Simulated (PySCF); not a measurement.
Point-charge models of `CC(=O)c1coc(C(=O)Cl)c1C` against its computed dipole.

Coordinates (GFN2-xTB, Å) and charges (e) from the PBE0/pcSseg-1 density (PySCF):

| atom | x | y | z | Mulliken | IAO | Hirshfeld | ESP-fitted |
| --- | --- | --- | --- | --- | --- | --- | --- |
| C1 | 3.013 | -0.317 | -0.436 | -0.2622 | -0.4813 | -0.1239 | -0.6214 |
| C2 | 1.760 | 0.522 | -0.452 | +0.2545 | +0.3825 | +0.1640 | +0.8150 |
| O3 | 1.757 | 1.686 | -0.775 | -0.3572 | -0.4114 | -0.2144 | -0.5128 |
| C4 | 0.529 | -0.179 | -0.043 | -0.3139 | -0.1315 | -0.0483 | -0.5331 |
| C5 | 0.380 | -1.492 | 0.348 | +0.2809 | +0.0668 | +0.0548 | +0.1558 |
| O6 | -0.877 | -1.770 | 0.644 | -0.3562 | -0.1980 | -0.0442 | -0.2562 |
| C7 | -1.603 | -0.635 | 0.455 | +0.1955 | +0.0658 | +0.0250 | +0.1375 |
| C8 | -3.022 | -0.625 | 0.699 | +0.3044 | +0.3393 | +0.1557 | +0.3130 |
| O9 | -3.777 | 0.290 | 0.576 | -0.3165 | -0.3679 | -0.1974 | -0.3514 |
| Cl10 | -3.613 | -2.204 | 1.241 | -0.1056 | -0.0823 | -0.0697 | -0.1143 |
| C11 | -0.778 | 0.393 | 0.026 | -0.2602 | +0.0452 | +0.0219 | +0.3343 |
| C12 | -1.151 | 1.784 | -0.296 | -0.0464 | -0.4337 | -0.1170 | -0.6559 |
| H13 | 2.901 | -1.166 | -1.107 | +0.1447 | +0.1623 | +0.0542 | +0.1653 |
| H14 | 3.858 | 0.288 | -0.755 | +0.1476 | +0.1732 | +0.0563 | +0.1708 |
| H15 | 3.195 | -0.693 | 0.568 | +0.1449 | +0.1626 | +0.0543 | +0.1648 |
| H16 | 1.093 | -2.289 | 0.446 | +0.0990 | +0.1850 | +0.0780 | +0.1665 |
| H17 | -2.215 | 1.939 | -0.153 | +0.1514 | +0.1713 | +0.0424 | +0.1930 |
| H18 | -0.875 | 2.008 | -1.325 | +0.1476 | +0.1760 | +0.0544 | +0.2146 |
| H19 | -0.585 | 2.469 | 0.334 | +0.1476 | +0.1760 | +0.0542 | +0.2144 |

Task: Form Σ q r in debye for every column and set it beside the full dipole.

Result: The full density gives (4.02, -2.00, -0.14) D, 4.49 D in size; dipole vectors point from the negative to the positive end.

```csv
scheme,μx,μy,μz,size (D),share of the full size (%),angle to the full dipole (°)
Mulliken,4.29,0.12,-0.78,4.36,97,29
IAO,4.20,-2.68,0.02,4.98,111,6
Hirshfeld,3.06,-1.85,-0.02,3.58,80,5
ESP-fitted,4.02,-1.93,-0.17,4.47,99,1
```

Task: Which set comes closest?

Result: Length of the difference vector: ESP-fitted 0.07 D, IAO 0.72 D, Hirshfeld 0.98 D, Mulliken 2.22 D. Closest: ESP-fitted. 

Task: What is left for the Hirshfeld atoms' own dipoles?

Result: The Hirshfeld atoms' densities add up to the full density, so μ = Σ q r + Σ (atomic dipoles). The atomic dipoles sum to (4.02, -2.00, -0.14) − (3.06, -1.85, -0.02) = (0.96, -0.15, -0.12) D, 0.98 D in size.

Task: With the origin at the mean of the coordinates, (-0.001, 0.000, 0.000) Å, which are the largest single terms, by size, of the ESP-fitted dipole along the direction of the full one?

Result: C1 -8.51, O9 +5.95, C12 +5.71, C2 +5.32, C8 -3.68 D; all 19 atoms together +4.46 D. The single terms depend on the origin, their sum doesn't.

Task: Give the size of the full dipole in other units.

Result: 4.49 D = 1.768 au = 0.936 e·Å = 14.99 × 10⁻³⁰ C·m.

One conformer (not necessarily the lowest) at the GFN2-xTB geometry, without solvent, vibrations or thermal averaging.

Shape of the structure used: `[CH3:1][C:2](=[O:3])[c:4]1[cH:5][o:6][c:7]([C:8](=[O:9])[Cl:10])[c:11]1[CH3:12]`: C1–C2–C4–C5 0°, O6–C7–C8–O9 180°.
